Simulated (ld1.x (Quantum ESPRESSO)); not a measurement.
# Pd, TM: configuration errors across variants

| Quantity | Value |
| --- | --- |
| Element | Pd (Z = 46) |
| Generator | ld1.x (Quantum ESPRESSO) 7.5 |
| Type | norm-conserving Troullier–Martins (Kleinman–Bylander form) |
| Functional | PBEsol |
| Relativity | fully relativistic |
| Frozen core | [Kr] |
| Valence charge | 10 |
| Reference configuration | 4d10 5s0 |
| Partial waves | 5s (bound, empty): rc 2.35 bohr; 5p channel at 0.05 Ry: rc 2.20 bohr; 4d (bound): rc 1.75 bohr |
| Local potential | all-electron potential smoothed inside 1.60 bohr (lloc = -2) |
| Core correction | Bessel-smoothed model core, default radius (core density twice the valence density) |

Open shells are filled in proportion to 2j + 1 (rel_dist='average').

All-electron excitation energies from the reference (eV): (1) 4d9 5s0 9.124; (2) 4d8 5s0 29.943; (3) 4d7 5s0 64.288; (4) 4d9.5 5s0 3.239; (5) 4d6 5s0 113.607.

Tests that are not counted but printed errors over 1 eV. “base”: 4d9 5s1 (solver errors, printed error -3.3 eV); 4d8 5s1 (solver errors, printed error -4.0 eV). “wave 5p channel at 0.05 Ry: rc 2.20 bohr becomes 5p channel at 0.05 Ry: rc 1.48 bohr”: 4d9 5s1 (solver errors, printed error -3.3 eV); 4d8 5s1 (solver errors, printed error -4.0 eV). “wave 5p channel at 0.05 Ry: rc 2.20 bohr becomes 5p channel at 0.05 Ry: rc 1.64 bohr”: 4d9 5s1 (solver errors, printed error -3.3 eV); 4d8 5s1 (solver errors, printed error -4.0 eV). “wave 5p channel at 0.05 Ry: rc 2.20 bohr becomes 5p channel at 0.05 Ry: rc 1.82 bohr”: 4d9 5s1 (solver errors, printed error -3.3 eV); 4d8 5s1 (solver errors, printed error -4.0 eV). “wave 5p channel at 0.05 Ry: rc 2.20 bohr becomes 5p channel at 0.05 Ry: rc 2.00 bohr”: 4d9 5s1 (solver errors, printed error -3.3 eV); 4d8 5s1 (solver errors, printed error -4.0 eV).

A true bound ghost makes a file unfit for plane-wave use even where its test errors are small: the radial tests pick states by their node count and pass the ghost by. Where a test does run into it, the solver fails or the error is huge.

Errors AE − PS in meV (a dash: test not solved or not reliable):

```csv
change,(1),(2),(3),(4),(5),bound ghosts
base,-21,-166,-592,-3.3,-1474,s
wave 5p channel at 0.05 Ry: rc 2.20 bohr becomes 5p channel at 0.05 Ry: rc 1.48 bohr,-21,-166,-592,-3.3,-1474,"p1/2, p3/2, s"
wave 5p channel at 0.05 Ry: rc 2.20 bohr becomes 5p channel at 0.05 Ry: rc 1.64 bohr,-21,-166,-592,-3.3,-1475,"p1/2, p3/2, s"
wave 5p channel at 0.05 Ry: rc 2.20 bohr becomes 5p channel at 0.05 Ry: rc 1.82 bohr,-21,-166,-592,-3.3,-1474,"p1/2, p3/2, s"
wave 5p channel at 0.05 Ry: rc 2.20 bohr becomes 5p channel at 0.05 Ry: rc 2.00 bohr,-21,-166,-592,-3.3,-1475,s
wave 5p channel at 0.05 Ry: rc 2.20 bohr becomes 5p channel at 0.05 Ry: rc 2.30 bohr,-21,-166,-592,-3.3,-1475,s
wave 5p channel at 0.05 Ry: rc 2.20 bohr becomes 5p channel at 0.05 Ry: rc 2.44 bohr,-21,-166,-592,-3.3,-1474,s
wave 5p channel at 0.05 Ry: rc 2.20 bohr becomes 5p channel at 0.05 Ry: rc 2.66 bohr,-21,-166,-592,-3.3,-1475,s
wave 5p channel at 0.05 Ry: rc 2.20 bohr becomes 5p channel at 0.05 Ry: rc 2.92 bohr,-21,-166,-592,-3.3,-1475,s
wave 5p channel at 0.05 Ry: rc 2.20 bohr becomes 5p channel at 0.05 Ry: rc 3.12 bohr,-21,-166,-592,-3.3,-1475,s
```

Task: Give the same row for: wave 5p channel at 0.05 Ry: rc 2.20 bohr becomes 5p channel at 0.05 Ry: rc 3.26 bohr.

Result: -21, -166, -592, -3.3, -1475; bound ghosts: s. Not counted: 4d9 5s1 (solver errors, printed error -3.3 eV); 4d8 5s1 (solver errors, printed error -4.0 eV).
